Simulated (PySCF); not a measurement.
**[TlS2]-: from structure and modes to constants**

These are results of PBE in PySCF with Tl def2-TZVPD with ECP60, S def2-TZVPD; scalar-relativistic core potentials, no spin–orbit coupling; density-fitted integrals, not measurements.

The singlet minimum has D∞h symmetry. Masses (u): Tl 204.97441, S 31.97207.

```xyz
3
charge -1 multiplicity 1, angstrom
Tl    0.0000    0.0000    0.0000
S     0.0000    0.0000    2.3067
S     0.0000    0.0000   -2.3067
```

Harmonic wavenumbers (cm⁻¹): 95.0 (πu, ×2), 353.7 (σg+, ×1), 413.6 (σu+, ×1).

Task: Find the principal moments of inertia and the rotational constants. What kind of rotor is it?

Result: About the centre of mass I = 340.24 u Å². With B = 16.8576/I this gives 0.04955 cm⁻¹. The molecule is linear.

Task: What is the harmonic zero-point energy?

Result: Half the sum of all 4 wavenumbers, 957/2 = 479 cm⁻¹, which is 5.7 kJ/mol (1 cm⁻¹ = 0.0119627 kJ/mol).

Task: Find the vibrational entropy and heat capacity at 298.15 K.

Result: With u = 1.43878 ω/T, each mode gives S = R[u/(eᵘ−1) − ln(1−e⁻ᵘ)] and C = R u² eᵘ/(eᵘ−1)².
| ω (cm⁻¹) | u | S (J/(mol K)) | C (J/(mol K)) |
| --- | --- | --- | --- |
| 95.0 (×2) | 0.459 | 14.87 | 8.17 |
| 353.7 | 1.707 | 4.81 | 6.56 |
| 413.6 | 1.996 | 3.82 | 6.03 |
The sums over all modes are S = 38.4 and C = 28.9 J/(mol K); the softest mode gives 39 % of the entropy (each member, where degenerate).

Task: Give the standard entropy (298.15 K, 1 bar) by its translational, rotational, vibrational and spin parts, and Cp.

Result: Sackur–Tetrode with M = 268.92 u gives 178.6; rotation with symmetry number 2 gives 71.9; vibration 38.4; spin R ln 1 = 0.0. The total is 288.9 J/(mol K), and Cp = 7/2 R + 28.9 = 58.0 J/(mol K).

Task: Find the bond force constant k and the stretch–stretch coupling k′ of the valence force field.

Result: For linear XMX, 4π²c²ω(σg)² = (k + k′)/mX and 4π²c²ω(σu)² = (k − k′)(1 + 2mX/mM)/mX. So k + k′ = 2.356 and k − k′ = 2.457 mdyn/Å, giving k = 2.406 and k′ = -0.050 mdyn/Å.

Other isomers or separated fragments may lie lower. The lowest empty level of this anion is unbound, so it and the gap depend on the basis. With an element this heavy the missing spin–orbit coupling can shift these numbers.
